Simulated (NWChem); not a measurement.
System meant: SrHSCl; SMILES [SH][Sr][Cl]

The following NWChem deck was run.

```
start job
memory heap 200 mb stack 900 mb global 1100 mb
geometry units angstroms noautoz
  Sr    -0.359821     0.013654    -0.008611
  Cl     0.563093    -2.424269     0.008916
  S      0.802247     2.496084    -0.012602
  H     -0.422695     3.104018    -0.027679
end
basis spherical
  Sr library def2-svp
  Cl library def2-svp
  S library def2-svp
  H library def2-svp
end
ecp
  Sr library def2-ecp
end
dft
  odft
  mult 2
  xc pbe0
  iterations 150
  mulliken
end
task dft energy
```

End of the output:

```
 ==============================================================================
                                 internuclear angles
 ------------------------------------------------------------------------------
        center 1       |       center 2       |       center 3       |  degrees
 ------------------------------------------------------------------------------
    2 Cl               |   1 Sr               |   3 S                |   134.18
    1 Sr               |   3 S                |   4 H                |    91.31
 ------------------------------------------------------------------------------
                            number of included internuclear angles:          2
 ==============================================================================

 Summary of "ao basis" -> "" (spherical)
 ------------------------------------------------------------------------------
       Tag                 Description            Shells   Functions and Types
 ---------------- ------------------------------  ------  ---------------------
 Sr                         def2-svp                 9       23   4s3p2d
 Cl                         def2-svp                 8       18   4s3p1d
 S                          def2-svp                 8       18   4s3p1d
 H                          def2-svp                 3        5   2s1p

                                 NWChem DFT Module
                                 -----------------

 Summary of "ao basis" -> "ao basis" (spherical)
 ------------------------------------------------------------------------------
       Tag                 Description            Shells   Functions and Types
 ---------------- ------------------------------  ------  ---------------------
 Sr                         def2-svp                 9       23   4s3p2d
 Cl                         def2-svp                 8       18   4s3p1d
 S                          def2-svp                 8       18   4s3p1d
 H                          def2-svp                 3        5   2s1p

  number of electrons :                   44
  multiplicity        :                    2
 ------------------------------------------------------------------------
  no. of electrons and multiplicity not compatible                  44
 ------------------------------------------------------------------------
 ------------------------------------------------------------------------
  current input line :
    25: task dft energy
 ------------------------------------------------------------------------
 ------------------------------------------------------------------------
 There is an error in the input file
 ------------------------------------------------------------------------
 For more information see the NWChem manual at https://nwchemgit.github.io

0: no. of electrons and multiplicity not compatible:Received an Error in Communication
```

**Question.** Can this run be used? If not, why, and what is the fix?

**Answer.** The input was rejected before any calculation. Cause: the multiplicity doesn't fit the number of electrons (an even count wants an odd multiplicity, and the reverse). This input runs:
```
start job
memory heap 200 mb stack 900 mb global 1100 mb
geometry units angstroms noautoz
  Sr    -0.359821     0.013654    -0.008611
  Cl     0.563093    -2.424269     0.008916
  S      0.802247     2.496084    -0.012602
  H     -0.422695     3.104018    -0.027679
end
basis spherical
  Sr library def2-svp
  Cl library def2-svp
  S library def2-svp
  H library def2-svp
end
ecp
  Sr library def2-ecp
end
dft
  xc pbe0
  iterations 150
  mulliken
end
task dft energy
```
It converges to -889.26739 Ha (PBE0/def2-SVP with def2 effective core potentials on Sr).
